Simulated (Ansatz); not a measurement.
C₂H₆Cl₂OSi (SMILES CO[Si](C)(Cl)Cl), singlet, geometry from GFN2-xTB, with bond 6-3 at 2.4 times its length; CASSCF(6,5)/STO-3G run with Ansatz (a first-principles code).

The Ansatz input:
Ansatz 0.2 input:
```yaml
crystal:
  periodic: [false, false, false]
  atoms:
    - {symbol: C, position_ang: [1.95871471, -1.42320075, -0.95738345]}
    - {symbol: O, position_ang: [1.05562012, -0.34826231, -0.99326302]}
    - {symbol: Si, position_ang: [-0.24694263, -0.03985647, -0.08089111]}
    - {symbol: C, position_ang: [-1.70570970, -1.21735757, -0.39298968]}
    - {symbol: Cl, position_ang: [-0.68771059, 1.83824719, -0.61881098]}
    - {symbol: Cl, position_ang: [0.99786331, -0.30954315, 4.62364949]}
    - {symbol: H, position_ang: [1.49351703, -2.32162017, -1.36698834]}
    - {symbol: H, position_ang: [2.28282343, -1.62183035, 0.06571724]}
    - {symbol: H, position_ang: [2.81876465, -1.14829085, -1.56686265]}
    - {symbol: H, position_ang: [-2.59060605, -0.90965854, 0.15614209]}
    - {symbol: H, position_ang: [-1.96720895, -1.23926978, -1.44752740]}
    - {symbol: H, position_ang: [-1.47135460, -2.23425290, -0.08855618]}
basis:
  gaussian:
    orbitals: STO-3G
hamiltonian:
  xc: hf
magnetization: {spin_polarized: false}
correlation: {active_space: {window: {electrons: 6, orbitals: 5}}}
```

**Question.** What does Ansatz print? Leave out banner, timings and long lists.

**Answer.** 
```
Functional definition: HF
580 factors; integrals over basis functions are off by at most 3.2e-5 eV
mean field evaluation 1: about -36643.8053 eV, gradient 2.8e1 eV
mean field evaluation 2: about -36643.9621 eV, gradient 2.8e1 eV
mean field evaluation 4: about -36646.6650 eV, gradient 1.3e1 eV
mean field evaluation 8: about -36647.5655 eV, gradient 2.1e0 eV
mean field evaluation 16: about -36647.6980 eV, gradient 5.7e0 eV
mean field evaluation 32: about -36648.0181 eV, gradient 5.9e-2 eV
mean field evaluation 64: about -36648.0217 eV, gradient 5.3e-3 eV
mean field -36648.02174710 eV, -1346.7899582846 hartree, gradient 3.5e-6 eV, S^2 0.000000; 4 other end points of the search recorded, 0 dependent functions left out
reference -36648.02174710 eV, -1346.7899582846 hartree; 37, 37 occupied and 11, 11 virtual orbitals, 580 factors
state -36651.91121734 eV, -1346.9328936797 hartree
Total energy: -36651.91121734 eV, -1346.9328936797 hartree
```
